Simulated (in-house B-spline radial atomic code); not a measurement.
## RPA and G0W0 on BLYP: Si V (Si4+)

Configuration [He] 2s2 2p6, mean-field start BLYP. Computed with a B-spline radial code for spherical atoms: all electrons, scalar-relativistic (spin-free one-electron X2C), finite nucleus, each spin shell either full or empty, empty states to l = 9 with an (l + 1/2)⁻⁴ tail; G0W0 by contour deformation at full frequency.

Command:
```bash
python run_gw.py task.json out
```
Settings (radii: box in bohr, nucleus in fm):
```
Z                        14
electrons                10
configuration            [He] 2s2 2p6
hamiltonian              x2c
method                   b88,lyp
lmax                     9
rms_radius               3.1224
spin_polarised           False
box_radius               11.96
intervals                69
```

Run time, properties included: 1.6 s on 1 thread of Intel(R) Xeon(R) Platinum 8488C (Sapphire Rapids) (shared host).

Energies (hartree):

```json
{"term": "mean-field total", "value": "-286.19490"}
{"term": "Hartree-Fock functional on these orbitals", "value": "-285.77205"}
{"term": "direct second order", "value": "-0.68327"}
{"term": "second-order exchange", "value": "0.24165"}
{"term": "SOSEX correction", "value": "0.2245"}
```

Q: What is the RPA correlation energy, and what remains with SOSEX?

A: RPA gives -0.61518 hartree (-1.67 eV per electron); RPA + SOSEX gives -0.39067, and the second-order doubles -0.44162 hartree (no singles). SOSEX takes back 36 % of the RPA value.

Quasi-particle levels (eV):

```json
{"level": "2p", "occupied": "yes", "mean field": "-148.58", "Σx - vxc": "-20.31", "Σc": "?", "QP weight": "?", "G0W0": "?"}
{"level": "2s", "occupied": "yes", "mean field": "-192.19", "Σx - vxc": "-28.47", "Σc": "5.58", "QP weight": "0.941", "G0W0": "-215.07"}
{"level": "3s", "occupied": "no", "mean field": "-51.82", "Σx - vxc": "7.40", "Σc": "-0.60", "QP weight": "0.996", "G0W0": "-45.02"}
```

G0W0 = mean field + (Σx - vxc) + Σc, with Σc (partial-wave tail included) taken at the quasi-particle energy. Levels of low weight are left out.

Q: Where does G0W0 put 2p?

A: At -166.56 eV, with Σc = 2.34 eV and a quasi-particle weight of 0.964. The tabulated removal energy is 166.767 ± 0.003 eV (NIST, measured); the calculation leaves out spin-orbit coupling, Breit and QED terms, and what these don't explain is the method's own error.
